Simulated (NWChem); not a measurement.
# 1,1,1,2-tetrafluoroethane (C₂H₂F₄); SMILES C(F)(CF)(F)F

All runs: NWChem. Pople sets run with spherical d functions. Coordinates come from a PBE0/def2-SVP optimisation. Level: PBE/6-31G* with SMD, gas-phase geometry; reactions with the solvents are ignored. One conformer.

| SMD term (kcal/mol) | water | chlorobenzene |
|---|---|---|
| distortion of the solute's density | 0.54 | 0.35 |
| polarisation | -3.81 | -3.02 |
| cavity, dispersion and structure | 4.25 | 0.93 |

Question: Sum the solvation free energies, find the transfer free energy from water to chlorobenzene and the partition coefficient at 298.15 K.

Answer: 
1. ΔG(solv, water) = 0.98 kcal/mol and ΔG(solv, chlorobenzene) = -1.74 kcal/mol (1 M gas to 1 M solution).
2. Transfer: -1.74 − (0.98) = -2.72 kcal/mol.
3. log₁₀ K(chlorobenzene/water) = −ΔG/(RT ln 10) = 2.72/1.364 = 2.0, so the model puts more of the solute in chlorobenzene.
4. Of the transfer energy, 0.60 kcal/mol is electrostatic and -3.32 comes from the non-electrostatic term. The two phases are taken as the pure solvents.
